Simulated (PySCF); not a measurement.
**First hyperpolarisability: SMILES COCCC(C)=O, C₅H₁₀O₂**

Molfile (atoms numbered from 1):
```
C5H10O2
     RDKit          3D

 17 16  0  0  0  0  0  0  0  0999 V2000
    2.2514   -1.1323    0.5247 C   0  0  0  0  0  0  0  0  0  0  0  0
    0.9982   -0.5963    0.2364 O   0  0  0  0  0  0  0  0  0  0  0  0
    1.0421    0.7367   -0.1851 C   0  0  0  0  0  0  0  0  0  0  0  0
   -0.3800    1.2295   -0.3749 C   0  0  0  0  0  0  0  0  0  0  0  0
   -1.1280    1.1673    0.9491 C   0  0  0  0  0  0  0  0  0  0  0  0
   -2.0732    0.0152    1.1389 C   0  0  0  0  0  0  0  0  0  0  0  0
   -0.9163    1.9910    1.8068 O   0  0  0  0  0  0  0  0  0  0  0  0
    2.9175   -1.1270   -0.3610 H   0  0  0  0  0  0  0  0  0  0  0  0
    2.1098   -2.1731    0.8472 H   0  0  0  0  0  0  0  0  0  0  0  0
    2.7612   -0.5778    1.3368 H   0  0  0  0  0  0  0  0  0  0  0  0
    1.5465    1.3716    0.5715 H   0  0  0  0  0  0  0  0  0  0  0  0
    1.6130    0.8314   -1.1318 H   0  0  0  0  0  0  0  0  0  0  0  0
   -0.3498    2.2803   -0.6990 H   0  0  0  0  0  0  0  0  0  0  0  0
   -0.8768    0.6287   -1.1517 H   0  0  0  0  0  0  0  0  0  0  0  0
   -2.8682    0.0390    0.3763 H   0  0  0  0  0  0  0  0  0  0  0  0
   -2.5132    0.0433    2.1435 H   0  0  0  0  0  0  0  0  0  0  0  0
   -1.5078   -0.9182    0.9883 H   0  0  0  0  0  0  0  0  0  0  0  0
  1  2  1  0
  2  3  1  0
  3  4  1  0
  4  5  1  0
  5  6  1  0
  5  7  2  0
  1  8  1  0
  1  9  1  0
  1 10  1  0
  3 11  1  0
  3 12  1  0
  4 13  1  0
  4 14  1  0
  6 15  1  0
  6 16  1  0
  6 17  1  0
M  END
```

Computed, not measured: PySCF 2.14.0, quadratic response CAM-B3LYP/aug-cc-pVDZ first hyperpolarisability, Taylor convention, gas phase. Geometry: PBE0-D3(BJ)/def2-SVP.

**Question.** Give β for the processes computed.

**Answer.** In au, Taylor convention; the vector part is βᵢ = ⅓ Σⱼ (βᵢⱼⱼ + βⱼᵢⱼ + βⱼⱼᵢ); β∥ is 3/5 of the vector part along the dipole, the dipole points from − to +:
| process | λ (nm) | β vector norm | β∥ | β HRS | depolarisation ratio |
| --- | --- | --- | --- | --- | --- |
| static β(0;0,0) | ∞ | 80.7 | -32.5 | 32.3 | 5.62 |
| second harmonic β(−2ω;ω,ω) | 1907 | 82.8 | -33.1 | 33.2 | 5.59 |
| Pockels β(−ω;ω,0) | 1907 | 81.3 | -32.7 | – | – |
| second harmonic β(−2ω;ω,ω) | 1064 | 87.8 | -34.4 | 35.4 | 5.53 |
| Pockels β(−ω;ω,0) | 1064 | 82.9 | -33.1 | – | – |

**Question.** Which lowest excitations, dipole and polarisabilities go with it?

**Answer.** S1 4.45 eV (f = 0.000); S2 6.53 eV (f = 0.022); S3 6.75 eV (f = 0.030); dipole 2.87 D; isotropic α 71.0 au static, 71.2 au at 1907 nm, 71.5 au at 1064 nm, 71.7 au at 953.5 nm, 73.1 au at 532 nm.
